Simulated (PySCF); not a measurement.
## ErB: frontier orbitals

M06 at R = 2.354 Å; PySCF, spin-free X2C with a Gaussian nucleus, basis sets Er x2c-TZVPall, B x2c-TZVPall. State: doublet, about 11.5 electrons in the 4f shell (Mulliken), real f orbitals that mix terms. Only the outer orbitals are listed, counted within each symmetry.

```
spin  orbital  occ.  ε (eV)  on Er (%)           main shells (%)
   α       1φ     1   -9.67        100                  100 Er f
   α      14σ     1   -9.11         19           79 B s, 10 Er s
   α      15σ     1   -4.65         95                   86 Er s
   α       8π     0   -2.10         55  45 B p, 39 Er d, 16 Er p
   α       8π     0   -1.92         57  43 B p, 41 Er d, 15 Er p
   α      16σ     0   -1.68         66  46 Er d, 34 B p, 17 Er p
   β       7π     1   -8.41         99                   99 Er f
   β       7π     1   -8.21         99                   99 Er f
   β       3δ     1   -8.06        100                  100 Er f
   β       1φ     1   -7.75        100                  100 Er f
   β      14σ     1   -5.12         48           46 B p, 43 Er s
   β       8π     1   -4.96         70  52 Er f, 29 B p, 16 Er d
   β       8π     1   -4.78         28           71 B p, 23 Er d
   β       9π     0   -2.74         63  47 Er f, 37 B p, 10 Er d
   β      15σ     0   -2.69         77  52 Er s, 28 B p, 20 Er d
   β      10π     0   -1.19        101          76 Er p, 24 Er d
```

**Question.** Which are the highest filled and the lowest empty level, where do they sit, and how wide is the gap?

**Answer.** Highest filled α 15σ at -4.65 eV (in %: 86 Er s); lowest empty β 9π at -2.74 eV (in %: 47 Er f, 37 B p, 10 Er d); the gap at M06 is 1.91 eV.

| Item | Value |
| --- | --- |
| bond order (Mayer) | 1.61 |
| ⟨S²⟩ | 2.580 |
| charge on Er (Mulliken, basis-dependent) | 0.35 |
| charge on Er (Löwdin, basis-dependent) | 0.37 |
| dipole moment (positive dipole means Er(−)B(+)) | -2.85 D |

Shares are Mulliken populations and can fall outside 0 to 100 %.

Spin–orbit coupling is left out. With d or f electrons several states lie close, and the lowest PBE0 determinant need not be the measured ground state.
